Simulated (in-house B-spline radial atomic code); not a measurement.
A fraction x of an electron is removed from 4f in Pr3+, starting from [Xe] 4f2 and keeping the highest spin. Computed with a radial B-spline atomic code at the basis-set limit: scalar-relativistic (X2C) PW91, spin-polarised, spherical fractional occupations, Fermi nucleus of rms radius 4.8919 fm.

```csv
x,E(x) - E(0) (eV),4f up level (eV)
0,0.0000,-30.545
0.08,2.4993,-31.940
0.24,7.8360,-34.779
0.36,12.1394,-36.949
0.49,17.0976,-39.338
0.5,17.4919,-39.523
0.51,17.8881,-39.709
0.64,23.2080,-42.142
0.78,29.2938,-44.805
0.97,38.1552,-48.486
1,39.6186,-49.074
```

The exact functional would give a straight line between the two integer points. Deviations E(x) - E(0) - x[E(1) - E(0)], in eV: -0.67 at x = 0.08, -1.672 at x = 0.24, -2.123 at x = 0.36, -2.316 at x = 0.49, -2.317 at x = 0.5, -2.317 at x = 0.51, -2.148 at x = 0.64, -1.609 at x = 0.78, -0.275 at x = 0.97.

The curve lies below the straight line by up to 2.317 eV (at x = 0.5): convex, the delocalisation error that favours fractional charges.

Question: How well does Slater's transition state (minus the level at half occupation) give the ionisation energy?

Answer: It gives 39.523 eV against 39.619 eV from the two total energies; NIST lists 38.98 eV, ground level to ground level.
